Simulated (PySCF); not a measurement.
Gas-phase reaction: 6 SnF₂ + O₂ = 2 SnO + 4 SnF₃

Computed with PySCF and rigid-rotor harmonic-oscillator thermochemistry at 1 bar. † marks an energy on the PBE0/def2-TZVP geometry and frequencies; other levels use their own. CCSD(T) freezes the core. Open shells (unrestricted): O₂ (multiplicity 3), SnF₃ (multiplicity 2); the rest are closed-shell singlets. B3LYP is the form with VWN-RPA correlation. Sn: scalar-relativistic def2 core potential, no spin-orbit coupling. SnF₃: computed as isolated molecules; such fragments, hydroxides, amides, oligomers or adducts are transient or little studied in the gas. CCSD(T) isn't extrapolated to the basis-set limit; its ΔH°(298 K) is 399.6 kJ in def2-SVP and 385.3 kJ in def2-TZVPP. The harmonic model lacks anharmonicity and excited electronic states, which grow with temperature; levels with a mode under 35 cm⁻¹ are left out. Warning, large T1 diagnostic: SnO (CCSD(T)/def2-SVP†).

```csv
level,"ΔE electronic, kJ","ΔH°(298 K), kJ","ΔS°(298 K), J/K","ΔG°(1400 K), kJ"
B3LYP/def2-TZVP†,475,481,-169,699
CCSD(T)/def2-SVP†,394,400,-169,617
HF/def2-TZVP†,469,475,-169,693
M06-2X/def2-TZVP†,370,376,-169,594
PBE/def2-SVP,436,440,-158,639
PBE0/def2-QZVP†,432,438,-169,655
PBE0/def2-SVP†,494,500,-169,718
PBE0/def2-TZVP,439,445,-169,663
r2SCAN/def2-TZVP†,383,389,-169,607
```
ΔH° is lowest at M06-2X/def2-TZVP† and highest at PBE0/def2-SVP†. No reference value is set beside these.
